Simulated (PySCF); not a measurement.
C2H3O2 (SMILES CO[C-]=O), charge -1, singlet, geometry from GFN2-xTB. Base run: PySCF with CAMB3LYP/pcseg-1.

Input for PySCF:
```python
from pyscf import gto, scf, dft

mol = gto.M(
    atom='''
C    -1.15412904   -0.13368505   -0.00475851
O    -0.72670803   -1.11946687    0.60148897
O     0.00963198    0.80173294   -0.46742437
C     1.28691312    0.41218812   -0.14832584
H     1.79443639    1.15884469    0.49102832
H     1.24026991   -0.54555805    0.40753573
H     1.90519756    0.25756633   -1.05257476
''',
    basis='pcseg-1',
    charge=-1,
    verbose=4,
)

mf = dft.RKS(mol)
mf.xc = 'camb3lyp'
mf.kernel()
```

Each row names what was changed in the base input (with any setting that the change needs).

```json
[
 {"change": "base", "ΔE vs base (mEh)": "0.000", "grid points": "85824", "electrons on the grid": "31.99999"},
 {"change": "small_rho_cutoff = 0", "ΔE vs base (mEh)": "0.000", "grid points": "85824", "electrons on the grid": "31.99999"},
 {"change": "grids.atom_grid = (30, 110)", "ΔE vs base (mEh)": "0.077", "grid points": "17208", "electrons on the grid": "32.00023"},
 {"change": "grids.level = 1", "ΔE vs base (mEh)": "0.002", "grid points": "28136", "electrons on the grid": "31.99999"},
 {"change": "grids.level = 7", "ΔE vs base (mEh)": "0.000", "grid points": "496936", "electrons on the grid": "32.00000"},
 {"change": "grids.atom_grid = (75, 302)", "ΔE vs base (mEh)": "0.000", "grid points": "100920", "electrons on the grid": "31.99999"},
 {"change": "grids.becke_scheme = stratmann", "ΔE vs base (mEh)": "0.003", "grid points": "85824", "electrons on the grid": "31.99998"},
 {"change": "grids.radi_method = mura_knowles", "ΔE vs base (mEh)": "0.000", "grid points": "81720", "electrons on the grid": "31.99999"},
 {"change": "grids.atom_grid = (99, 590)", "ΔE vs base (mEh)": "0.000", "grid points": "224592", "electrons on the grid": "32.00000"},
 {"change": "grids.radi_method = delley", "ΔE vs base (mEh)": "0.000", "grid points": "91512", "electrons on the grid": "31.99999"},
 {"change": "grids.level = 0", "ΔE vs base (mEh)": "53.064", "grid points": "6208", "electrons on the grid": "31.98331"}
]
```
